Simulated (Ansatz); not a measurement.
All numbers were calculated with Ansatz.

A structure relaxed at PBE0-D4/def2-TZVP, charge 0, multiplicity 1:

```tsv
atom	x (Å)	y (Å)	z (Å)
F1	0.542	2.204	-0.723
Si2	0.416	0.596	-0.696
Si3	-1.843	-0.032	-0.640
Si4	1.552	-0.254	1.172
Cl5	1.189	-2.288	1.105
H6	1.071	0.070	-1.926
H7	-2.584	0.621	-1.751
H8	-2.450	0.368	0.657
H9	-1.928	-1.508	-0.788
H10	1.014	0.268	2.453
H11	3.021	-0.045	1.138
```

(1) Give its formula and SMILES.

(2) Summarise the bond lengths by kind.

Results:

(1) ClFH6Si3, `F[SiH]([SiH3])[SiH2]Cl`.

(2) 1 × F–Si 1.613 Å; 2 × Si–Si 2.345 to 2.346 Å; 6 × H–Si 1.484 to 1.489 Å; 1 × Cl–Si 2.067 Å.
